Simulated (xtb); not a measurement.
H2Ga (SMILES [GaH2]), doublet, from a rough starting geometry (GFN-xTB shapes and energies of metal compounds can be far from the true ones) (the spin is typed, not shown lowest).

xtb was given this input:
```
$ xtb mol.xyz --gfn 2 --uhf 1 --opt vtight --json

# file mol.xyz
3

Ga     0.54123654     0.17493127     0.38050337
H      0.02168821    -1.54991580    -0.02612894
H     -0.54954972     1.48537747    -0.31801951
```

Q: Estimate the dipole moment that GFN2-xTB in xtb returns for this input.

A: 2.38 D

Q: Predict the total energy at the end of the optimisation from GFN2-xTB.

A: -2.138949 Ha
